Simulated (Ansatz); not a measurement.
Reaction (hydrogenolysis of a B–C bond): `BB(C)CC` + H₂ → `BBC` + ethane

Calculated with Ansatz (gas phase, PBE0-D4/def2-TZVP geometries, no zero-point term in ΔE). CCSD(T)/CBS is the MP2 limit (def2-TZVPP, def2-QZVPP) plus CCSD(T) − MP2 in def2-TZVPP, frozen cores. This one scheme is used for every species. DFT in def2-TZVPP. B3LYP here is the variant with VWN-RPA as its local correlation; programs differ in this. One conformer a species, not always the lowest.

```
             level  ΔE (kJ/mol)  difference from CCSD(T)/CBS
            PBE-D4        -20.3                          1.6
         r2SCAN-D4        -22.0                         -0.1
           PBE0-D4        -23.5                         -1.6
          B3LYP-D4        -26.4                         -4.5
           ωB97X-V        -26.0                         -4.1
           ωB97M-V        -23.8                         -1.9
            B2PLYP        -32.0                        -10.1
               PBE        -28.4                         -6.5
            r2SCAN        -24.5                         -2.6
              PBE0        -30.8                         -8.9
             B3LYP        -39.1                        -17.2
     HF/def2-TZVPP        -52.8                        -30.9
    MP2/def2-TZVPP        -18.3                          3.6
SCS-MP2/def2-TZVPP        -25.8                         -3.9
   CCSD/def2-TZVPP        -28.9                         -7.0
CCSD(T)/def2-TZVPP        -23.5                         -1.6
     HF/def2-QZVPP        -52.7                        -30.8
    MP2/def2-QZVPP        -17.3                          4.6
SCS-MP2/def2-QZVPP        -24.9                         -3.0
      HF/CBS(def2)        -52.7                        -30.8
     MP2/CBS(def2)        -16.6                          5.3
    CCSD/CBS(def2)        -27.2                         -5.3
       CCSD(T)/CBS        -21.9                            0
```

Largest T1 diagnostic among the species: 0.011.

The D4 term adds +12.7 kJ/mol with B3LYP and +7.2 kJ/mol with PBE0; it sums over pairs of atoms, weighted by their polarisabilities, and B3LYP, whose exchange is more repulsive, gets the larger term. In def2-TZVPP, CCSD(T) changes the Hartree–Fock value by +29.2 kJ/mol (the triples alone add +5.3 kJ/mol) and MP2 by +34.5 kJ/mol.
